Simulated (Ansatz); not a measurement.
Mulliken charges of C$_{3}$H$_{3}$FO$_{2}$Sn (`[F][Sn-]1[O]C=CC=[O+]1`) from PBE/def2-TZVPP in Ansatz (PBE0-D4/def2-TZVP geometry).

| atom | x (Å) | y (Å) | z (Å) | charge (e) |
| --- | --- | --- | --- | --- |
| F1 | 1.332 | -2.406 | -0.374 | -0.475 |
| Sn2 | 0.848 | -1.771 | 1.404 | 0.812 |
| O3 | -1.076 | -1.152 | 0.638 | -0.371 |
| C4 | -1.293 | -0.171 | -0.128 | 0.154 |
| C5 | -0.417 | 0.854 | -0.468 | -0.187 |
| C6 | 0.868 | 0.994 | 0.044 | 0.154 |
| O7 | 1.471 | 0.221 | 0.841 | -0.371 |
| H8 | -2.303 | -0.126 | -0.554 | 0.091 |
| H9 | -0.776 | 1.619 | -1.142 | 0.103 |
| H10 | 1.429 | 1.887 | -0.257 | 0.091 |

Task: By hand: the dipole of these point charges (1 e Å = 4.8032 D).

Result: Σ q r = (-0.238, 0.344, 0.652) e Å, of length 0.775 e Å = 3.72 D.

Task: How does the dipole of the full density compare? (Best estimate.)

Result: Computed: (-0.277, 0.484, 0.203) e Å, 2.85 D; the point charges give 1.31 times that, at 37° from its direction.

Point charges leave out the atoms' own dipoles, such as those of lone pairs, and Mulliken's split depends on the basis, so the two needn't agree.
